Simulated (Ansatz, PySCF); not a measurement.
Process, species as SMILES: CSC [methylsulfanylmethane] -> CCS [ethanethiol]
Each molecule is optimised on its own at B3LYP-D3(BJ)/def2-TZVP (Ansatz, a quantum-chemistry and plane-wave program), one conformer each, not searched for the lowest.

Wanted: isomerisation energy (enthalpy at 298 K, with B3LYP-D3(BJ) rigid-rotor harmonic-oscillator terms from PySCF), in kcal/mol. Valence correlation only, unless marked. Spin-orbit coupling is left out. No relativistic terms. CBS marks a two-point X^-3 extrapolation of the correlation energy; Hartree-Fock from the larger set. The bracket is a focal-point correction in the basis named.

| level | program | isomerisation energy (kcal/mol) |
|---|---|---|
| HF/cc-pVTZ | Ansatz | -2.2 |
| HF/cc-pwCVTZ | Ansatz | -2.1 |

Problem. Estimate the value at RI-MP2/CBS(aug-cc-pV(T+d)Z,aug-cc-pV(Q+d)Z)+[CCSD(T)-MP2]/aug-cc-pV(T+d)Z as computed with Ansatz.

Solution. -1.7 kcal/mol
